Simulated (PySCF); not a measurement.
³¹P chemical shifts

PySCF 2.14 calculation with σ from GIAO-PBE0/pcSseg-1 and geometry from GFN2-xTB; non-relativistic Hamiltonian, in vacuum, single conformer, averaged over atoms made equivalent by symmetry, fast rotation or ring inversion.

Shieldings were converted by a linear fit to measured shifts: ³¹P: δ = 270.09 − 0.828σ (rms 18.1 ppm, 64 shifts vs H3PO4, solution or neat liquid). A few per cent of atoms miss by over 2 rms, more outside the fitted compound classes.

(1) Give the ³¹P shifts of `CCC[P@@](C)(=O)CO`, `CCP(=O)(CC)CC`, `C=Pc1ccoc1`, `C=Pc1ccoc1`, `C=C[C@H]1C[P@@H](=O)C1`, `CC(C)[P@@]1(=S)C=C1C(F)(F)F`, `C[C@@H]([SiH2]P)[SiH2]C(F)(F)F`.

(2) Match the shifts 232.6, 111.0, 84.6, 27.7, -16.1, -53.8 ppm to `C/C=P\CC(C)=O`, `CC[P@@H](=O)C(C)(C)C`, `C=C[P@@]1(=O)C[C@@H]1C`, `CC#C[P@H](=O)CC`, `CC(C)=C=PCO`, `C/C=C/P=C\OC`.

Results:

(1) 
| compound | environment | δ (ppm) |
| --- | --- | --- |
| CCC[P@@](C)(=O)CO | phosphorus bonded to 3 C, O | 19.2 |
| CCP(=O)(CC)CC | phosphorus bonded to 3 C, O | 26.7 |
| C=Pc1ccoc1 | phosphorus bonded to 2 C | 237.9 |
| C=Pc1ccoc1 | phosphorus bonded to 2 C | 237.9 |
| C=C[C@H]1C[P@@H](=O)C1 | phosphorus bonded to 2 C, O, H, in a 4-membered ring | -10.6 |
| CC(C)[P@@]1(=S)C=C1C(F)(F)F | phosphorus bonded to 3 C, S, in a 3-membered ring | -36.1 |
| C[C@@H]([SiH2]P)[SiH2]C(F)(F)F | phosphorus bonded to Si, 2 H | -249.5 |

(2) 232.6: C/C=P\CC(C)=O (phosphorus bonded to 2 C); 111.0: C/C=C/P=C\OC (phosphorus bonded to 2 C); 84.6: CC(C)=C=PCO (phosphorus bonded to 2 C); 27.7: CC[P@@H](=O)C(C)(C)C (phosphorus bonded to 2 C, O, H); -16.1: CC#C[P@H](=O)CC (phosphorus bonded to 2 C, O, H); -53.8: C=C[P@@]1(=O)C[C@@H]1C (phosphorus bonded to 3 C, O, in a 3-membered ring).
